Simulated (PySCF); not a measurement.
# Two-photon absorption: `InChI=1S/C6H5F/c1-3-6(2)4-5-7/h1,5H,2H3`

Geometry (Å), atoms numbered from 1 in this order:
```xyz
12

C    -2.3587    1.6801    0.4415
C    -1.5474    0.7871    0.3162
C    -0.6308   -0.3034    0.1659
C    -1.2182   -1.6853    0.0291
C     0.6718   -0.0777    0.1530
C     1.9569    0.1474    0.0879
F     2.7602    0.1556    1.1543
H    -3.0647    2.4822    0.5549
H    -1.8284   -1.9248    0.9136
H    -1.8813   -1.7289   -0.8487
H    -0.4280   -2.4392   -0.0772
H     2.4899    0.3510   -0.8476
```

Method: PySCF 2.14.0, TDDFT CAM-B3LYP/def2-TZVPD excited states, vertical, gas phase. Geometry: PBE0-D3(BJ)/def2-SVP.

(1) How strongly do the lowest singlets absorb one photon, and two photons of half the energy?

Results:

(1) δ for parallel linear polarisation; σ at the peak of a Lorentzian of half width 0.1 eV, single beam; Ω is circular over linear.
```tsv
state	E (eV)	f	photon λ (nm)	δ (au)	σ (GM)	Ω	main
S1	4.70	0.001	528	0.13	0.00	1.50	HOMO−1→LUMO 0.96
S2	5.46	0.005	454	0.82	0.01	0.94	HOMO−2→LUMO 0.86
S3	5.51	0.279	450	50.8	0.56	0.59	HOMO→LUMO 0.82
S4	5.81	0.000	427	0.46	0.01	1.48	HOMO→LUMO+2 0.55, HOMO→LUMO+1 0.23
S5	6.63	0.005	374	58.9	0.95	1.15	HOMO→LUMO+1 0.51, HOMO→LUMO+2 0.15
S6	6.82	0.004	363	29.4	0.50	0.89	HOMO→LUMO+6 0.34, HOMO→LUMO+1 0.13
```

Among these, the strongest one-photon state is S3, the strongest two-photon state S5, with a dipole change of 1.8 D (relaxed, norm of the difference vector).
